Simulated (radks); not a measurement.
Results of a calculation; reference values are marked as such.
Problem. Species: Cd+. Configuration: [Kr] 4d10 5s1. Level of theory: Dirac Kohn-Sham, Slater X-alpha with alpha = 0.928, spin-unpolarised, spherical densities, point nucleus (a radial shooting solver on a logarithmic mesh with Libxc functionals). Some entries of the table are withheld. Estimate them.

orbital,occ.,eigenvalue (hartree),<1/r> (bohr^-1)
1s1/2,2,-979.4572,50.70
2s1/2,2,-146.5906,11.73
2p1/2,2,-136.8640,11.72
2p3/2,4,-129.6963,10.98
3s1/2,2,-27.88643,4.132
3p1/2,2,(1),4.045
3p3/2,4,(2),3.863
3d3/2,4,-15.56336,3.709
3d5/2,6,-15.29777,3.662
4s1/2,2,(3),1.600
4p1/2,2,-3.12936,1.481
4p3/2,4,-2.90695,1.422
4d3/2,4,(4),1.109
4d5/2,6,(5),1.093
5s1/2,1,-0.53222,0.5105

Solution. 
(1) 3p1/2 eigenvalue (hartree): -23.92751
(2) 3p3/2 eigenvalue (hartree): -22.63593
(3) 4s1/2 eigenvalue (hartree): -4.41769
(4) 4d3/2 eigenvalue (hartree): -0.91583
(5) 4d5/2 eigenvalue (hartree): -0.88754
